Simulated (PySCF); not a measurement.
## Exercise with solution: oscillator strength and radiative lifetime

Ga(H)(Cl)(Me) (CH₄ClGa), SMILES [CH3][GaH][Cl].

Geometry optimised at B3LYP-D3(BJ)/def2-SVP.

PySCF with TDA-LC-ωPBE/def2-SVPD puts the first singlet state with f over 0.02 at 7.40 eV (vertical), with the transition dipole (-0.104, -0.402, 0.003) in atomic units.

Problem. Find the oscillator strength, the wavelength and the radiative lifetime that this transition would have in vacuum if emission retraced absorption.

Solution. 
|μ|² = 0.1724 au, so |μ| = 1.06 D. ΔE = 7.40/27.211 = 0.2719 hartree. f = (2/3) ΔE |μ|² = 0.031 (the program prints 0.031).
λ = 1239.84/7.40 = 168 nm; ν = 59685 cm⁻¹.
Einstein's coefficient A = 0.6670 ν² f s⁻¹ (ν in cm⁻¹) = 7.4e7 s⁻¹, so τ = 1/A = 13 ns. This state is S4; the lower singlets have f = 0.001, 0.010, 0.005. The figure is the radiative limit of this one transition; relaxation, internal conversion, crossing to triplets and a medium change what is measured.
